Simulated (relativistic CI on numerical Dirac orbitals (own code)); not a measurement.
## Rb: q coefficients and field-shift factors

Calculated at this level of theory: Dirac-Coulomb-Breit CI, orbitals from a KLI potential per configuration, valence Slater integrals scaled by 0.85, P86 correlation energy added to each configuration, derivatives by finite differences, QED left out (own radial code, finite nucleus).

Configurations in the expansion (outside the closed core [Kr]): 5s, 5p, 4d, 6s, 6p, 5d, 6d, 5f. Levels of other configurations are missing.

With x = (α/α₀)² − 1 an excitation energy changes as ω = ω₀ + qx; K = 2q/ω₀ is the relative enhancement. Terms are leading LS components, so labels can repeat. The field-shift factor is F = δν/δ⟨r²⟩ for the transition from the lowest level.

Lowest level 5s 2S_1/2.

```tsv
Level	ω₀ (cm⁻¹)	q (cm⁻¹)	K	F (GHz/fm²)
5p 2P°_1/2	11360.7	390.2	0.0687	-0.459
5p 2P°_3/2	11532.0	567.7	0.0985	-0.46
4d 2D_5/2	18580.0	615.4	0.0662	-0.456
4d 2D_3/2	18609.9	645.4	0.0694	-0.456
6s 2S_1/2	19300.0	386.2	0.04	-0.282
6p 2P°_1/2	22908.2	490.2	0.0428	-0.41
6p 2P°_3/2	22963.8	547.5	0.0477	-0.41
5d 2D_5/2	25288.6	589.2	0.0466	-0.419
5d 2D_3/2	25311.8	612.3	0.0484	-0.419
6d 2D_5/2	28444.0	570.7	0.0401	-0.399
6d 2D_3/2	28461.4	587.9	0.0413	-0.399
5f 2F°_7/2	29614.9	538.7	0.0364	-0.383
5f 2F°_5/2	29615.0	538.7	0.0364	-0.383
```

For a near-neutral ion this model can misplace configurations by up to about 10,000 cm⁻¹ (more where the count of f electrons changes) and terms by 10 to 25 % of their spread. Rates follow the energies as ν³ (E1, M1) or ν⁵ (E2), so they and the lifetimes can be off by large factors. The fine structure of a lone outer electron comes out too small, for d and f at times inverted, and misplaced configurations move strength between like terms.
